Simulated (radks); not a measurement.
Question: Radial electron density D(r) = 4 pi r^2 rho(r) of an atom or ion with 27 electrons. Method: scalar-relativistic Kohn-Sham, r2SCAN, spin-polarised, spherical densities, finite nucleus; meta-GGA in the generalised Kohn-Sham scheme; Fermi nuclear charge, rms radius of each element as measured or else 0.836 A^(1/3) + 0.57 fm; computed with a radial shooting solver on a logarithmic mesh with Libxc functionals.

| r (bohr) | D(r) (e/bohr) | spin D(r) |
|---|---|---|
| 0.004557 | 3.695 | -0.0000391 |
| 0.005138 | 4.517 | -0.0000478 |
| 0.005793 | 5.498 | -0.0000581 |
| 0.006531 | 6.660 | -0.0000703 |
| 0.007423 | 8.123 | -0.0000857 |
| 0.00837 | 9.723 | -0.000102 |
| 0.009437 | 11.56 | -0.000122 |
| 0.01064 | 13.63 | -0.000143 |
| 0.012 | 15.94 | -0.000167 |
| 0.01353 | 18.45 | -0.000193 |
| 0.01525 | 21.12 | -0.000221 |
| 0.0172 | 23.88 | -0.000250 |
| 0.01954 | 26.81 | -0.000280 |
| 0.02204 | 29.42 | -0.000308 |
| 0.02484 | 31.72 | -0.000333 |
| 0.02801 | 33.57 | -0.000353 |
| 0.03158 | 34.81 | -0.000365 |
| 0.03561 | 35.33 | -0.000366 |
| 0.04015 | 35.08 | -0.000346 |
| 0.04527 | 34.10 | -0.000288 |
| 0.05145 | 32.47 | -0.000144 |
| 0.05801 | 30.69 | 0.000142 |
| 0.06541 | 29.09 | 0.000710 |
| 0.07375 | 28.11 | 0.00180 |
| 0.08315 | 28.12 | 0.00382 |
| 0.09375 | 29.32 | 0.00741 |
| 0.1057 | 31.63 | 0.0136 |
| 0.1192 | 34.64 | 0.0240 |
| 0.1355 | 37.81 | 0.0420 |
| 0.1527 | 39.83 | 0.0681 |
| 0.1722 | 40.15 | 0.106 |
| 0.1942 | 38.33 | 0.160 |
| 0.2189 | 34.52 | 0.234 |
| 0.2468 | 29.44 | 0.328 |
| 0.2783 | 24.21 | 0.445 |
| 0.3138 | 20.06 | 0.580 |
| 0.3566 | 17.79 | 0.737 |
| 0.4021 | 17.82 | 0.884 |
| 0.4533 | 19.38 | 1.02 |
| 0.5111 | 21.34 | 1.11 |
| 0.5763 | 22.55 | 1.14 |
| 0.6498 | 22.28 | 1.12 |
| 0.7326 | 20.41 | 1.04 |
| 0.826 | 17.35 | 0.919 |
| 0.9388 | 13.49 | 0.761 |
| 1.059 | 9.956 | 0.605 |
| 1.193 | 6.938 | 0.456 |
| 1.346 | 4.600 | 0.325 |
| 1.517 | 2.922 | 0.217 |
| 1.711 | 1.786 | 0.135 |
| 1.929 | 1.048 | 0.0772 |
| 2.175 | 0.5845 | 0.0399 |
| 2.472 | 0.2918 | 0.0171 |
| 2.787 | 0.1394 | 0.00653 |
| 3.142 | 0.05999 | 0.00196 |
| 3.543 | 0.02281 | 0.000370 |

What is the nuclear charge?

Answer: Z = 29. The innermost maximum, from 1s, lies near gamma/Z bohr with gamma = sqrt(1 - (Z/c)^2) = 0.977, here 0.0337 bohr (found: 0.0365), and its height grows with Z. The density is that of the copper ion Cu2+ in [Ar] 3d9; the configuration itself is not fixed sharply by these data, and Z only to about a unit. D(r) has 3 maxima, at r = 0.0365, 0.165, 0.600 bohr, and minima at 0.0780, 0.377 bohr, inside which lie 2.09, 10.84 electrons.
